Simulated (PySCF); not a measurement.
## In (indium, neutral) across methods

[Kr] 4d10 5s1 5p2, high-spin 4P determinant (an excited configuration). Computed with PySCF 2.14 in x2c-QZVPPall with one added diffuse shell each of s, p, d, f type (14s10p8d5f1g, 128 functions), with scalar relativity by spin-free X2C-1e.

```json
{"method": "UHF", "E (hartree)": "-5878.21186", "mean ε 4d β (eV)": "-28.494", "mean ε 5s α (eV)": "-14.163", "mean ε 5p α (eV)": "-6.754", "Σ⟨r²⟩ (bohr²)": "61.75", "⟨S²⟩": "3.754"}
{"method": "PBE", "E (hartree)": "-5880.42", "mean ε 4d β (eV)": "-19.668", "mean ε 5s α (eV)": "-9.729", "mean ε 5p α (eV)": "-3.718", "Σ⟨r²⟩ (bohr²)": "61.64", "⟨S²⟩": "3.752"}
{"method": "PBE0", "E (hartree)": "-5880.50", "mean ε 4d β (eV)": "-22.096", "mean ε 5s α (eV)": "-10.988", "mean ε 5p α (eV)": "-4.563", "Σ⟨r²⟩ (bohr²)": "61.15", "⟨S²⟩": "3.752"}
{"method": "LDA", "E (hartree)": "-5875.01", "mean ε 4d β (eV)": "-19.840", "mean ε 5s α (eV)": "-9.952", "mean ε 5p α (eV)": "-3.792", "Σ⟨r²⟩ (bohr²)": "61.33", "⟨S²⟩": "3.752"}
{"method": "r2SCAN", "E (hartree)": "-5880.85", "mean ε 4d β (eV)": "-20.123", "mean ε 5s α (eV)": "-10.155", "mean ε 5p α (eV)": "-3.957", "Σ⟨r²⟩ (bohr²)": "60.67", "⟨S²⟩": "3.754"}
```
